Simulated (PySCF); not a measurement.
Isomers of C2H8N2Si2, mass 116.023 u with the commonest isotopes. Computed with PBE0/def2-SVPD in PySCF (dipole) on a GFN2-xTB geometry, gas phase. One conformer each, none proved a minimum here; rigid rotors.

**Question.** Order these by rotational constant A, smallest first.
A. `[CH3:1][SiH2:2][Si@@H:3]([NH2:4])[C:5]#[N:6]` with C1–Si2–Si3–N4 -63°, Si2–Si3–N4–H 164° and -53°
B. `[CH2:1]=[CH:2][SiH:3]1[NH:4][SiH2:5][NH:6]1` with C1–C2–Si3–N4 20°
C. `[N:1]#[C:2][SiH2:3][CH2:4][SiH2:5][NH2:6]` with C2–Si3–C4–Si5 37°, Si3–C4–Si5–N6 41°, C4–Si5–N6–H -58° and 168°

**Answer.** A (2771 MHz), C (2923 MHz), B (4807 MHz).

**Question.** Order these by rotational constant C, smallest first.
A. `[CH3:1][SiH2:2][Si@@H:3]([NH2:4])[C:5]#[N:6]` with C1–Si2–Si3–N4 -63°, Si2–Si3–N4–H 164° and -53°
B. `[N:1]#[C:2][SiH2:3][CH2:4][SiH2:5][NH2:6]` with C2–Si3–C4–Si5 37°, Si3–C4–Si5–N6 41°, C4–Si5–N6–H -58° and 168°
C. `[CH2:1]=[CH:2][SiH:3]1[NH:4][SiH2:5][NH:6]1` with C1–C2–Si3–N4 20°

**Answer.** A (1198 MHz), B (1228 MHz), C (1477 MHz).

**Question.** Order these by radius of gyration √(Σ m r²/M), largest first.
A. `[N:1]#[C:2][SiH2:3][CH2:4][SiH2:5][NH2:6]` with C2–Si3–C4–Si5 37°, Si3–C4–Si5–N6 41°, C4–Si5–N6–H -58° and 168°
B. `[CH3:1][SiH2:2][Si@@H:3]([NH2:4])[C:5]#[N:6]` with C1–Si2–Si3–N4 -63°, Si2–Si3–N4–H 164° and -53°
C. `[CH2:1]=[CH:2][SiH:3]1[NH:4][SiH2:5][NH:6]1` with C1–C2–Si3–N4 20°

**Answer.** B (2.021 Å), A (1.975 Å), C (1.820 Å).

| SMILES | point group | Ia (u·Å²) | Ib (u·Å²) | Ic (u·Å²) | κ | μa (D) | μb (D) | μc (D) |
| --- | --- | --- | --- | --- | --- | --- | --- | --- |
| N#C[SiH2]C[SiH2]N | C1 | 172.89 | 320.15 | 411.71 | -0.59 | 1.56 | 2.58 | 0.74 |
| C=C[SiH]1N[SiH2]N1 | C1 | 105.13 | 321.76 | 342.16 | -0.94 | 0.53 | 0.29 | 0.21 |
| C[SiH2][Si@@H](N)C#N | C1 | 182.41 | 343.81 | 421.73 | -0.65 | 2.62 | 3.30 | 0.38 |
